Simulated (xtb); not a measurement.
Li(OtBu) (C₄H₉LiO), SMILES [O]([Li])C(C)(C)C. All values are semi-empirical tight-binding results from xtb (GFN2-xTB unless named), good for trends rather than for accurate numbers. Geometry: GFN2-xTB. The isomer is the one that the SMILES or the coordinates give; other isomers of the formula were not compared.

For metal compounds this method's bond lengths and energies can be far off.

Q: Estimate the properties. (An estimate is asked for; the answer gives what the named calculation found.)

A: 
The point group as xtb finds it is C3v and the orbital gap is 3.48 eV. The zero-point energy is 77.6 kcal/mol and the G − E(el) at 298.15 K (modified RRHO) is 58.7 kcal/mol.

Computed IR lines (harmonic; lines under 4 % of the strongest left out, lines within 3 cm⁻¹ merged):
ν (cm⁻¹): 116 (m), 704 (w), 1082 (m), 1217 (m), 1241 (vs), 3018 (w), 3021 (vs), 3025 (w), 3031 (s) (against the strongest line: vs over 80 %, s over 45 %, m over 15 %, w over 4 %, vw less)
